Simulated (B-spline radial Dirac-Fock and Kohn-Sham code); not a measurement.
Model: Dirac-Fock (average of configuration) total-energy differences with a finite nucleus, the Breit interaction including its frequency dependence, and self-energy and vacuum-polarisation corrections. Program: a radial B-spline solver. The model has no electron correlation.

Q: An atom or ion in its tabulated ground configuration has these computed binding energies (the last is its least bound level). Which is it?

```
level  binding energy (eV)
   2s              15710.4
2p3/2              13501.2
3p1/2               5092.9
3p3/2               4720.3
3d3/2               4304.9
   4s               2542.5
   4p               2358.3
```

A: Ir⁴⁵⁺: Z = 77 with 32 electrons, [Ar] 3d10 4s2 4p2.

Q: An atom or ion in its tabulated ground configuration has these computed binding energies (the last is its least bound level). Which is it?

| level | binding energy (eV) |
| --- | --- |
| 1s | 10404.6 |
| 2s | 1907.7 |
| 2p1/2 | 1757.2 |
| 2p3/2 | 1733.0 |
| 3s | 693.4 |

A: Zn¹⁸⁺: Z = 30 with 12 electrons, [Ne] 3s2. The hydrogen-like estimate √(E/Ry) = 27.7 for the K level lies 2.3 below Z; the outermost level, at 693.4 eV, fixes the charge.
